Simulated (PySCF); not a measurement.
## Frontier levels across methods

Compound: C₅H₆F₂.
Geometry (PBE0-D3(BJ)/def2-SVP, Å), atoms numbered from 1 in this order:
```
atom  x, y, z in Å
F1     2.0592    0.5044    1.9887
C2     1.7738   -0.1722    0.8752
C3     0.6515    0.0326    0.2004
C4    -0.5803    0.8580    0.4703
C5    -1.3299   -0.1487   -0.4191
F6    -2.2113    0.3711   -1.3201
C7     0.0120   -0.6438   -0.9864
H8     2.5477   -0.8942    0.5989
H9    -0.5395    1.8404   -0.0298
H10   -0.9063    0.9928    1.5115
H11   -1.8471   -0.9230    0.1709
H12    0.2261   -0.1089   -1.9275
H13    0.1583   -1.7230   -1.1387
```

Basis pcSseg-1 throughout (PySCF), one geometry. One conformer (not necessarily the lowest) at the PBE0-D3(BJ)/def2-SVP geometry, without solvent, vibrations or thermal averaging.

Question: How do the orbital energies, the gap and the dipole change with the method?

Answer: 
```tsv
method	kind	HOMO (eV)	LUMO (eV)	gap (eV)	μ (D)	SCF cycles
OPBE	GGA	-5.86	-0.76	5.10	1.24	14
B97-D	GGA	-5.89	-0.76	5.13	1.29	14
PBE	GGA	-5.90	-0.84	5.06	1.25	14
KT2	GGA	-5.95	-0.84	5.12	1.27	15
B97-2	global hybrid	-6.91	0.05	6.96	1.39	13
mPW1PW91	global hybrid	-7.19	0.09	7.28	1.40	13
CAM-B3LYP	range-separated hybrid	-8.50	1.24	9.74	1.42	13
wB97X-D	range-separated hybrid	-9.02	1.92	10.95	1.43	14
```

The HOMO spans 3.16 eV, from OPBE down to wB97X-D, and the gap runs from 5.06 eV (PBE) to 10.95 eV (wB97X-D). Over the methods OPBE (0 %), B97-D (0 %), PBE (0 %), KT2 (0 %), B97-2 (21 %), mPW1PW91 (25 %), a straight line through the gap against the share of exact exchange rises by 0.88 eV for each 10 % (correlation coefficient 1.000). The dipole ranges from 1.24 D (OPBE) to 1.43 D (wB97X-D). This basis has no diffuse functions.
